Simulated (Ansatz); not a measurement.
The cluster B₈H₁₃⁻. Charge -1, multiplicity 1. Geometry r2SCAN-D4/def2-SVPD; atoms count from 1.

Cartesian coordinates in Å:
```
B 0.017 1.497 0.005
B -1.500 -0.211 -1.854
B 1.173 0.105 -0.257
B 0.532 0.236 1.208
B 0.209 0.523 -1.601
B 0.758 -1.454 0.839
B 0.557 -0.624 2.607
B -1.308 1.297 -1.104
H -1.931 -0.191 -2.990
H -0.452 -0.862 3.236
H -0.305 -1.937 0.509
H -1.916 2.309 -1.342
H 1.564 -0.355 3.244
H 0.339 2.630 0.281
H 2.318 0.475 -0.078
H -0.284 -0.727 -1.927
H -1.926 -1.065 -1.096
H 0.920 -1.834 2.143
H 1.755 -2.033 0.445
H -1.203 1.182 0.317
H 0.685 1.038 -2.586
```

Another isomer (singlet) lies 1.33 eV lower at PBE0-D4/def2-TZVPD; other spin states weren't run for this one.

Q: Estimate the Mulliken populations from the PBE0/def2-TZVPD orbitals of Ansatz.

A: 
```csv
atom,charge (e)
B1,0.07
B2,0.06
B3,0.83
B4,-0.36
B5,-0.54
B6,-0.07
B7,-0.71
B8,-0.28
H9,-0.15
H10,-0.08
H11,-0.02
H12,-0.04
H13,-0.06
H14,-0.10
H15,-0.05
H16,0.21
H17,-0.06
H18,0.27
H19,-0.04
H20,0.20
H21,-0.09
```
Mulliken values depend strongly on the basis. With diffuse functions, as here, like atoms can get unlike values, and bond orders can come out too low or too high.

Q: And the Mayer bond orders between heavy atoms (over 0.3)?

A: B1–B2 0.39 (2.95 Å); B1–B3 0.32 (1.83 Å); B1–B4 0.30 (1.82 Å); B1–B5 0.61 (1.89 Å); B1–B8 0.55 (1.74 Å); B2–B8 0.89 (1.70 Å); B3–B4 1.14 (1.60 Å); B3–B5 0.31 (1.71 Å); B4–B6 0.35 (1.74 Å); B4–B7 0.68 (1.64 Å); B5–B8 0.89 (1.77 Å); B6–B7 0.43 (1.96 Å).
